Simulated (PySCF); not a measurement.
A GIAO shielding run with PySCF 2.14 (density fitting, non-relativistic, gas phase) on SMILES B1CCC[C@H]1C1CCCC1, C$_{9}$H$_{17}$B:

```
$ OMP_NUM_THREADS=1 python probes_run.py task.json out

{"job": {"kind": "nmr", "xc": "PBE0", "basis": "pcSseg-1"}, "charge": 0, "multiplicity": 1}
B      1.653889     0.465231     1.405460
C      3.070895    -0.028294     0.957307
C      2.892822    -0.438919    -0.511173
C      1.433963    -0.884883    -0.623165
C      0.637033     0.079085     0.272215
C     -0.798230    -0.311666     0.591267
C     -1.714438    -0.508315    -0.621944
C     -3.109707    -0.486230    -0.011128
C     -3.033461     0.662090     1.001939
C     -1.562919     0.698758     1.472995
H      1.390194     1.042361     2.436447
H      3.941359     0.607754     1.178152
H      3.203191    -0.937416     1.587871
H      3.602733    -1.210489    -0.849568
H      3.056902     0.442041    -1.156646
H      1.075657    -0.918543    -1.664778
H      1.325098    -1.909934    -0.221911
H      0.609130     1.069340    -0.253840
H     -0.767112    -1.279119     1.127525
H     -1.493470    -1.425883    -1.188889
H     -1.591382     0.343881    -1.316064
H     -3.915739    -0.358701    -0.749757
H     -3.295086    -1.441808     0.508934
H     -3.293032     1.609465     0.503044
H     -3.745561     0.541217     1.832042
H     -1.137587     1.707980     1.350681
H     -1.458025     0.453845     2.540342
```

Hardware: 1 thread of an Arm Neoverse V1, shared host. The job also computes population analyses, field gradients, ring-centre shieldings.

(1) How large is the calculation?

(2) How long does it take, and how much memory does it need?

(3) And these other runs on the same molecule and hardware: GIAO shielding at KT2/pcSseg-1?

Results:

(1) 76 electrons, 255 basis functions and 1309 auxiliary functions.

(2) 65 s of wall time, with 14 SCF cycles and 5 response iterations; peak memory 1.2 GiB. Times on a shared host scatter by some tens of per cent.

(3) KT2/pcSseg-1: 255 functions, 88 s.
